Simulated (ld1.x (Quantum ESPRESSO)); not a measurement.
## tantalum: TM pseudisation with LDA (PZ), scalar-relativistic reference atom.

ld1.x (Quantum ESPRESSO) 7.5 input, shortened:

```
&input
   title='Ta', zed=73., rel=1, dft='PZ', iswitch=3,
   config='[Xe] 4f14 5d3 5f-2 6s1.75 6p0'
 /
 &inputp
   pseudotype=2, tm=.true., lloc=0,
   nlcc=.true.
 /
4
5P  2  1   6.00   0.00  1.36  1.36  0.0
5D  3  2   3.00   0.00  2.20  2.20  0.0
5F  4  3  -2.00   0.45  2.34  2.34  0.0
6S  1  0   1.75   0.00  2.56  2.56  0.0
 &test
   configts(1)='5p6 5d3 6s1.75 6p0'
 /
```

Poles of the logarithmic derivatives, all-electron (AE) and pseudo (PS). s: poles at 1.7 (AE) and 1.4 (PS) Ry. p: poles at -3.0, 3.2 (AE) and -3.0, 5.0 (PS) Ry. d: poles at 0.2 (AE) and 0.2 (PS) Ry. f: poles at -1.9, 3.4 (AE) and 3.4 (PS) Ry. Test radius 2.80 bohr.

- Cutoffs needed: 90 Ry and 120 Ry (the cutoffs (Ry, on a coarse ladder) from which the occupation-weighted sum of valence levels, in a spherical-Bessel basis at the reference potential, stays within 10 and 1 mRy of its value at 400 Ry)
- Ghost test: no extra level below or beside the all-electron valence levels (p, d, f, s tested) (spherical-Bessel basis up to 400 Ry, 20 bohr box)
- Largest excitation error: -610 meV (all-electron minus pseudo) for 5p6 5d2 6s2 6p1, out of 7 test configurations
